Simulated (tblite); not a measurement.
C2H11GeNSi.
Bonds: C1–C2, C2–Si3, Si3–Ge4, Ge4–N5. Hydrogens: H6, H7, H8 on C1; H9, H10 on C2; H11, H12 on Si3; H13, H14 on Ge4; H15, H16 on N5.

Computed with GFN2-xTB (tblite), gas phase: L-BFGS steps from a force-field or distance-geometry start until the largest atomic force falls under 0.01 eV/Å.

Step 26: E = -447.8476 eV
```
atom  x, y, z in Å  |  force x, y, z in eV/Å
C1     -2.1345    0.6198    0.3002    0.065   0.008  -0.033
C2     -1.2406   -0.3524    1.0779   -0.114   0.066  -0.003
Si3    -0.0388   -1.4164    0.0319   -0.207   0.075   0.125
Ge4     2.0322   -0.3396   -0.1140    0.092   0.043   0.011
N5      1.9739    1.4139    0.3928   -0.016  -0.019   0.057
H6     -1.5970    1.1064   -0.5109    0.120  -0.010  -0.022
H7     -2.9865    0.1028   -0.1406    0.093  -0.012   0.051
H8     -2.5118    1.4110    0.9506   -0.045  -0.139   0.010
H9     -0.6583    0.2157    1.8110   -0.005  -0.060  -0.064
H10    -1.8827   -1.0232    1.6491   -0.021   0.049   0.074
H11     0.0989   -2.7079    0.7202    0.034   0.015  -0.062
H12    -0.6364   -1.6670   -1.2890    0.057   0.019   0.046
H13     2.6604   -0.3987   -1.4959    0.051  -0.007  -0.119
H14     3.1651   -0.8691    0.7511   -0.063  -0.033  -0.030
H15     1.0830    1.8872    0.4051    0.022  -0.003  -0.087
H16     2.6654    2.0264   -0.0159   -0.063   0.008   0.047
```

Step 27: E = -447.8529 eV
```
atom  x, y, z in Å  |  force x, y, z in eV/Å
C1     -2.1344    0.6260    0.3003    0.114  -0.051   0.002
C2     -1.2391   -0.3463    1.0761   -0.044   0.007  -0.015
Si3    -0.0383   -1.4186    0.0322   -0.197   0.138   0.134
Ge4     2.0334   -0.3384   -0.1189   -0.028  -0.023   0.017
N5      1.9681    1.4091    0.3997   -0.013   0.014   0.049
H6     -1.5881    1.1224   -0.4999    0.064   0.009   0.007
H7     -2.9746    0.1000   -0.1521    0.087   0.008   0.028
H8     -2.5292    1.4013    0.9597   -0.021  -0.118  -0.030
H9     -0.6445    0.2171    1.8046   -0.068  -0.055  -0.071
H10    -1.8795   -1.0185    1.6481   -0.014   0.076   0.088
H11     0.0988   -2.7042    0.7298    0.034   0.003  -0.061
H12    -0.6328   -1.6736   -1.2880    0.045   0.010   0.032
H13     2.6585   -0.4008   -1.4974    0.074   0.005  -0.168
H14     3.1579   -0.8692    0.7436    0.009  -0.057   0.019
H15     1.0756    1.8784    0.3877   -0.015   0.014  -0.072
H16     2.6605    2.0244   -0.0019   -0.026   0.020   0.042
```

Step 28: E = -447.8582 eV
```
atom  x, y, z in Å  |  force x, y, z in eV/Å
C1     -2.1327    0.6319    0.3003    0.114  -0.080   0.021
C2     -1.2386   -0.3403    1.0738    0.023  -0.056   0.001
Si3    -0.0416   -1.4189    0.0346   -0.116   0.145   0.098
Ge4     2.0344   -0.3382   -0.1237   -0.137  -0.079  -0.009
N5      1.9612    1.4041    0.4071   -0.019   0.047   0.035
H6     -1.5783    1.1403   -0.4880    0.007   0.021   0.043
H7     -2.9607    0.0977   -0.1634    0.073   0.021  -0.013
H8     -2.5476    1.3885    0.9692    0.011  -0.082  -0.070
H9     -0.6320    0.2176    1.7959   -0.101  -0.023  -0.043
H10    -1.8767   -1.0117    1.6490   -0.025   0.088   0.100
H11     0.0990   -2.7006    0.7382    0.028   0.002  -0.057
H12    -0.6283   -1.6820   -1.2863    0.026   0.007   0.019
H13     2.6589   -0.4029   -1.5023    0.072   0.018  -0.170
H14     3.1523   -0.8692    0.7365    0.073  -0.079   0.061
H15     1.0679    1.8700    0.3690   -0.040   0.022  -0.059
H16     2.6552    2.0225    0.0136    0.010   0.027   0.041
```

Step 29: E = -447.8636 eV
```
atom  x, y, z in Å  |  force x, y, z in eV/Å
C1     -2.1289    0.6366    0.3009    0.066  -0.084   0.020
C2     -1.2381   -0.3352    1.0715    0.055  -0.098   0.044
Si3    -0.0474   -1.4171    0.0386    0.004   0.085   0.024
Ge4     2.0332   -0.3394   -0.1288   -0.174  -0.097  -0.048
N5      1.9539    1.3999    0.4151   -0.044   0.055   0.009
H6     -1.5688    1.1587   -0.4745   -0.025   0.035   0.061
H7     -2.9447    0.0963   -0.1751    0.048   0.016  -0.064
H8     -2.5659    1.3736    0.9770    0.041  -0.032  -0.084
H9     -0.6216    0.2176    1.7864   -0.094   0.033   0.017
H10    -1.8742   -1.0027    1.6520   -0.047   0.079   0.113
H11     0.0996   -2.6967    0.7454    0.019   0.008  -0.052
H12    -0.6231   -1.6905   -1.2839    0.003   0.007   0.007
H13     2.6608   -0.4045   -1.5105    0.046   0.029  -0.123
H14     3.1481   -0.8706    0.7303    0.104  -0.089   0.080
H15     1.0596    1.8619    0.3488   -0.044   0.024  -0.045
H16     2.6500    2.0211    0.0303    0.042   0.029   0.042
```

**Question.** Estimate the geometry and energy of step 30. (The exact step hangs on the optimiser's Hessian estimate; all steps are aligned on step 29, rigid shifts and turns removed.)

**Answer.** E = -447.8680 eV, largest force 0.146 eV/Å
```
atom  x, y, z in Å  |  force x, y, z in eV/Å
C1     -2.1246    0.6398    0.3023   -0.003  -0.036  -0.008
C2     -1.2355   -0.3317    1.0687    0.039  -0.090   0.092
Si3    -0.0524   -1.4157    0.0414    0.093  -0.015  -0.045
Ge4     2.0298   -0.3429   -0.1341   -0.107  -0.067  -0.065
N5      1.9441    1.3958    0.4216   -0.044   0.055  -0.040
H6     -1.5617    1.1814   -0.4590   -0.049   0.018   0.088
H7     -2.9282    0.0958   -0.1892    0.039   0.015  -0.094
H8     -2.5837    1.3583    0.9849    0.076  -0.019  -0.101
H9     -0.6128    0.2192    1.7764   -0.063   0.079   0.077
H10    -1.8709   -0.9927    1.6561   -0.066   0.052   0.120
H11     0.0996   -2.6927    0.7533    0.013   0.019  -0.053
H12    -0.6187   -1.7019   -1.2819   -0.015   0.012   0.003
H13     2.6633   -0.4056   -1.5203    0.009   0.036  -0.056
H14     3.1481   -0.8722    0.7260    0.080  -0.079   0.059
H15     1.0496    1.8546    0.3287   -0.020   0.023  -0.036
H16     2.6464    2.0194    0.0487    0.017  -0.004   0.061
```

The energy changes by -0.0044 eV. The first-order estimate −F·Δx gives -0.0062 eV and the mean of the old and new forces, exact on a quadratic surface, -0.0043 eV. The step makes an angle of 77° with the force vector and moves no atom by more than 0.028 Å.

The cost below is that of the whole relaxation. Time: 1.2 s of wall time. Hardware: one thread of an AMD EPYC 9R45, no GPU, shared host.
